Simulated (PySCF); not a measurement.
**A series of derivatives of C1CO[SiH2]O1**

Parent skeleton `[CH2:1]1[CH2:2][O:3][SiH2:4][O:5]1`; one hydrogen on atom 4 is replaced by X. Hydrogens on one atom are averaged.

Relativity neglected, averaged over atoms made equivalent by symmetry, fast rotation or ring inversion, in vacuum, a single conformation. σ from GIAO-PBE0/pcSseg-1; PBE0-D3(BJ)/def2-SVP geometry; PySCF 2.14.

δ = σ(ref) − σ, references computed at the same level: TMS for $^{13}$C (σref 184.41) and $^{29}$Si (σref 351.99) and $^{1}$H (σref 31.27); H2O for $^{17}$O (σref 334.56).

Parent (X = H): C1/C2 66.9, O3/O5 36.8, Si4 2.0, H(C1)/H(C2) 3.92, H(Si4) 5.03 ppm. Effects are Δδ = δ(X) − δ(H), positive for deshielding.

Question: Order these by the shift of Si4, most shielded first.
A. X = CF=CF2
B. X = CH2Cl
C. X = tBu
D. X = CH2F

Answer: A (-3.4 ppm), B (+2.2 ppm), D (+7.9 ppm), C (+16.2 ppm).

Experimental scales use liquid or dissolved standards, which lie at an offset from isolated H2O (liquid H2O: subtract about 36 ppm).
